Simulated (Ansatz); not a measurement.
Reaction (SMILES): CO[B]N → CN[B]O
Structures are relaxed separately at B3LYP-D3(BJ)/def2-TZVP in Ansatz (an electronic-structure program), one conformer each, not searched for the lowest.

Wanted: isomerisation energy (electronic energy difference), in kcal/mol. Valence correlation only, unless marked. UHF or UKS for open shells. Spin-orbit coupling is left out. Non-relativistic. CBS(X,Y): correlation extrapolated as X^-3; Hartree-Fock from the larger set.

```csv
level,program,isomerisation energy (kcal/mol)
PBE0/def2-TZVP,Ansatz,?
CAM-B3LYP-D4/def2-TZVPD,Ansatz + dftd4,-6.4
CAM-B3LYP/def2-TZVPD,Ansatz,-6.4
B2PLYP-D3(BJ)/def2-TZVPD,Ansatz + dftd3,?
SCS-MP2/cc-pVTZ,Ansatz,-7.2
"CCSD(T)/CBS(cc-pVTZ,cc-pVQZ)",Ansatz,-7.3
```

Problem. Fill in the missing entries.

Solution. 
- PBE0/def2-TZVP, isomerisation energy (kcal/mol): -6.8
- B2PLYP-D3(BJ)/def2-TZVPD, isomerisation energy (kcal/mol): -6.6
